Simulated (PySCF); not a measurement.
HKO, SMILES [OH][K]. Atoms are numbered in the order given.

```xyz
3

K      0.0000     0.0000    -0.7519
O      0.0000     0.0000     1.4799
H      0.0000     0.0000     2.4462
```
Charge 0, spin multiplicity 1.

Geometry optimised at PBE-D3(BJ)/def2-TZVPD. The isomer is the one that the SMILES or the coordinates give; other isomers of the formula were not compared.

Two levels are set side by side: PBE/pcSseg-2 (PySCF) and B3LYP/pcSseg-2 (PySCF). GIAO shifts against H2O (¹⁷O), TMS (¹H) at the same level; non-relativistic, no solvent, atoms listed together averaged. Differences are taken from unrounded values.

```
quantity              PBE
------------------  -----
δ(¹⁷O) of O2 (ppm)   32.3
δ(¹H) of H3 (ppm)   -1.56
```

These are the PBE values. What does B3LYP give? (An estimate is asked for; the answer gives what the named calculation found.)


| quantity | B3LYP | PBE minus B3LYP |
|---|---|---|
| δ(¹⁷O) of O2 (ppm) | 27.8 | 4.5 |
| δ(¹H) of H3 (ppm) | -1.51 | -0.06 |

Rough cost on one machine, each run with all the roots and properties that it gave: B3LYP against PBE within a factor of 2.
